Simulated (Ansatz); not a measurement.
Isolated molecules relaxed with PBE0-D4/def2-TZVP in Ansatz; ΔE leaves out vibrations. CCSD(T)/CBS adds triple-zeta CCSD(T) − MP2 to the extrapolated MP2 energy (def2 sets, frozen cores). Functionals use def2-TZVPP. B3LYP here is the variant with VWN-RPA as its local correlation; programs differ in this. Each species was taken in one conformer, which may not be the lowest.

Reaction (redistribution): `FB[SiH2]Cl` + `FC1([SiH2]S)BC1` → `FC1([SiH2]Cl)BC1` + `FB[SiH2]S`

Task: Is it downhill or uphill in electronic energy at CCSD(T)/CBS, and by how much? (An estimate is asked.)

Result: Computed: Downhill: ΔE = -0.04 eV.

Task: What do these levels give: PBE-D4, r2SCAN-D4, PBE0-D4, B3LYP-D4, ωB97M-V, B2PLYP, r2SCAN, B3LYP, CCSD/def2-TZVPP, HF/def2-QZVPP, SCS-MP2/def2-QZVPP, HF/CBS(def2)? (Estimate.)

Result: The calculation gave: PBE-D4 -0.06, r2SCAN-D4 -0.05, PBE0-D4 -0.05, B3LYP-D4 -0.04, ωB97M-V -0.03, B2PLYP -0.04, r2SCAN -0.05, B3LYP -0.04, CCSD/def2-TZVPP -0.03, HF/def2-QZVPP -0.02, SCS-MP2/def2-QZVPP -0.03, HF/CBS(def2) -0.02 eV.

Largest T1 diagnostic among the species: 0.014.
